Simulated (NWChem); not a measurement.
System: CHF, singlet; SMILES [CH]F

Output (shortened):

```
             Northwest Computational Chemistry Package (NWChem) 7.3.0
             --------------------------------------------------------

 CS  symmetry detected

                             Geometry "geometry" -> ""
                             -------------------------

 Output coordinates in angstroms (scale by  1.889725989 to convert to a.u.)

  No.       Tag          Charge          X              Y              Z
 ---- ---------------- ---------- -------------- -------------- --------------
    1 C                    6.0000     0.13258586     0.70756475     0.00000000
    2 F                    9.0000     0.01627349    -0.58784309     0.00000000
    3 H                    1.0000    -0.94197656     1.04519937     0.00000000

 Effective nuclear repulsion energy (a.u.)      27.3049516050

      Symmetry information
      --------------------

 Group name             Cs
 Group number              2
 Group order               2
 No. of unique centers     3

                                 NWChem DFT Module
                                 -----------------

 Summary of "ao basis" -> "ao basis" (spherical)
 ------------------------------------------------------------------------------
       Tag                 Description            Shells   Functions and Types
 ---------------- ------------------------------  ------  ---------------------
 C                          def2-svp                 6       14   3s2p1d
 F                          def2-svp                 6       14   3s2p1d
 H                          def2-svp                 3        5   2s1p

      Symmetry analysis of basis
      --------------------------

        a'         24
        a"          9

            General Information
            -------------------
          SCF calculation type: DFT
          Wavefunction type:  closed shell.
          No. of atoms     :     3
          No. of electrons :    16
           Alpha electrons :     8
            Beta electrons :     8
          Charge           :     0
          Spin multiplicity:     1
          Use of symmetry is: on ; symmetry adaption is: on
          Maximum number of iterations: 150
          AO basis - number of functions:    33
                     number of shells:    15
          Convergence on energy requested:  1.00D-06
          Convergence on density requested:  1.00D-05
          Convergence on gradient requested:  5.00D-04

              XC Information
              --------------
                          N12 Method XC Functional
                           N12 Exchange Functional  1.000
                         N12 Correlation Potential  1.000

             Grid Information
             ----------------
          Grid used for XC integration:  medium
          Radial quadrature: Mura-Knowles
          Angular quadrature: Lebedev.
          Tag              B.-S. Rad. Rad. Pts. Rad. Cut. Ang. Pts.
          ---              ---------- --------- --------- ---------
          C                   0.70       49           6.0       434
          F                   0.50       49           7.0       434
          H                   0.35       45           6.0       434
          Grid pruning is: on
          Number of quadrature shells:   143
          Spatial weights used:  Erf1

      Superposition of Atomic Density Guess
      -------------------------------------

 Sum of atomic energies:        -137.41660090

      Non-variational initial energy
      ------------------------------

 Total energy =    -137.717995
 1-e energy   =    -243.949530
 2-e energy   =      78.926584
 HOMO         =      -0.215481
 LUMO         =      -0.058069

      Symmetry analysis of molecular orbitals - initial
      -------------------------------------------------

  Numbering of irreducible representations:

     1 a'          2 a"

  Orbital symmetries:

     1 a'          2 a'          3 a'          4 a'          5 a'
     6 a"          7 a'          8 a'          9 a"         10 a'
    11 a'         12 a'         13 a'         14 a"         15 a'
    16 a'         17 a'         18 a'

     ---------------------------------------------
      Total Density - Mulliken Population Analysis
     ---------------------------------------------

    Atom       Charge   Shell Charges
 -----------   ------   -------------------------------------------------------
    1 C    6     5.64   1.99  1.08  0.65  1.24  0.63  0.05
    2 F    9     9.32   1.99  1.14  0.76  3.42  2.00  0.01
    3 H    1     1.04   0.74  0.28  0.02

   convergence    iter        energy       DeltaE   RMS-Dens  Diis-err
 ---------------- ----- ----------------- --------- --------- ---------
 d= 0,ls=0.0,diis     1   -138.2046546887 -1.66D+02  2.73D-02  4.30D-01
 d= 0,ls=0.0,diis     2   -138.1722526780  3.24D-02  1.87D-02  7.36D-01
 d= 0,ls=0.0,diis     3   -138.2407220236 -6.85D-02  5.99D-03  1.62D-01
 d= 0,ls=0.0,diis     4   -138.2535010221 -1.28D-02  3.07D-03  5.97D-03
 d= 0,ls=0.0,diis     5   -138.2541392422 -6.38D-04  7.08D-04  1.79D-04
  Resetting Diis
 d= 0,ls=0.0,diis     6   -138.2541695212 -3.03D-05  4.19D-05  1.54D-06
 d= 0,ls=0.0,diis     7   -138.2541697306 -2.09D-07  1.05D-05  5.51D-08
 d= 0,ls=0.0,diis     8   -138.2541697344 -3.73D-09  4.48D-06  2.43D-08

         Total DFT energy =     -138.254169734357
      One electron energy =     -244.656935604363
           Coulomb energy =       95.252055878044
    Exchange-Corr. energy =      -16.154241613040
 Nuclear repulsion energy =       27.304951605002

 Numeric. integr. density =       15.999999267449

                  Occupations of the irreducible representations
                  ----------------------------------------------

                     irrep           alpha         beta
                     --------     --------     --------
                     a'                7.0          7.0
                     a"                1.0          1.0

                       DFT Final Molecular Orbital Analysis
                       ------------------------------------

 Vector    6  Occ=2.000000D+00  E=-4.536129D-01  Symmetry=a"
              MO Center=  2.8D-02, -4.3D-01,  8.4D-15, r^2= 6.1D-01
   Bfn.  Coefficient  Atom+Function         Bfn.  Coefficient  Atom+Function
  ----- ------------  ---------------      ----- ------------  ---------------
    20      0.642248  2 F  pz                23     -0.391608  2 F  pz
     6     -0.199112  1 C  pz                 9     -0.110528  1 C  pz
    11      0.032209  1 C  d -1

 Vector    7  Occ=2.000000D+00  E=-4.057724D-01  Symmetry=a'
              MO Center=  7.1D-03,  5.0D-02, -4.3D-15, r^2= 1.3D+00
   Bfn.  Coefficient  Atom+Function         Bfn.  Coefficient  Atom+Function
  ----- ------------  ---------------      ----- ------------  ---------------
    18      0.478513  2 F  px                19     -0.298465  2 F  py
    21     -0.299272  2 F  px                 2     -0.255633  1 C  s
     5     -0.232526  1 C  py                29     -0.199610  3 H  s
     3     -0.181474  1 C  s                 22      0.169357  2 F  py
     1      0.117389  1 C  s                 30     -0.068955  3 H  s

 Vector    8  Occ=2.000000D+00  E=-1.984547D-01  Symmetry=a'
              MO Center=  2.6D-01,  7.0D-01, -4.1D-16, r^2= 1.3D+00
   Bfn.  Coefficient  Atom+Function         Bfn.  Coefficient  Atom+Function
  ----- ------------  ---------------      ----- ------------  ---------------
     3      0.494629  1 C  s                  4      0.455704  1 C  px
    18      0.302826  2 F  px                 2      0.297852  1 C  s
    29     -0.272015  3 H  s                 30     -0.240285  3 H  s
    21     -0.209521  2 F  px                 7      0.195463  1 C  px
     5      0.155820  1 C  py                 1     -0.137946  1 C  s

 Vector    9  Occ=0.000000D+00  E=-1.304435D-01  Symmetry=a"
              MO Center=  1.0D-01,  5.9D-01, -3.3D-15, r^2= 1.2D+00
   Bfn.  Coefficient  Atom+Function         Bfn.  Coefficient  Atom+Function
  ----- ------------  ---------------      ----- ------------  ---------------
     6      0.617375  1 C  pz                 9      0.509415  1 C  pz
    20      0.311535  2 F  pz                23     -0.246492  2 F  pz
    33      0.028089  3 H  pz

 Vector   10  Occ=0.000000D+00  E= 6.894117D-02  Symmetry=a'
              MO Center= -1.1D+00,  1.0D+00,  3.6D-16, r^2= 2.3D+00
   Bfn.  Coefficient  Atom+Function         Bfn.  Coefficient  Atom+Function
  ----- ------------  ---------------      ----- ------------  ---------------
    30      1.958461  3 H  s                  3     -1.082636  1 C  s
     7      0.800626  1 C  px                 8     -0.385622  1 C  py
     4      0.374717  1 C  px                 2     -0.234556  1 C  s
     5     -0.182472  1 C  py                29      0.100202  3 H  s
    17     -0.098585  2 F  s                 21     -0.095897  2 F  px

 Vector   11  Occ=0.000000D+00  E= 1.265889D-01  Symmetry=a'
              MO Center=  2.4D-02,  5.8D-01,  2.1D-16, r^2= 2.1D+00
   Bfn.  Coefficient  Atom+Function         Bfn.  Coefficient  Atom+Function
  ----- ------------  ---------------      ----- ------------  ---------------
     3      1.083632  1 C  s                  8     -0.996765  1 C  py
    17     -0.893436  2 F  s                 30     -0.582165  3 H  s
    22     -0.434042  2 F  py                 5     -0.423607  1 C  py
    19      0.320281  2 F  py                 7     -0.248157  1 C  px
    16     -0.222563  2 F  s                  2      0.186873  1 C  s

     ---------------------------------------------
      Total Density - Mulliken Population Analysis
     ---------------------------------------------

    Atom       Charge   Shell Charges
 -----------   ------   -------------------------------------------------------
    1 C    6     5.92   1.99  1.10  0.64  1.60  0.53  0.06
    2 F    9     9.10   1.99  1.15  0.76  3.43  1.76  0.01
    3 H    1     0.98   0.77  0.18  0.02

[...]
```

Level: N12/def2-SVP. Low-valent species are run as closed-shell singlets; no triplet was tried in these runs. Coordinates come from a PBE0-D3(BJ)/def2-TZVP optimisation.

Which NWChem input produces such a log?

One answer among several that fit: the input that was run:
```
start job
memory heap 200 mb stack 900 mb global 1100 mb
geometry units angstroms noautoz
  C      0.152456     0.712169     0.000000
  F     -0.004342    -0.578964     0.000000
  H     -0.911013     1.083269     0.000000
end
basis spherical
  * library def2-svp
end
dft
  xc n12
  iterations 150
  mulliken
end
task dft energy
```
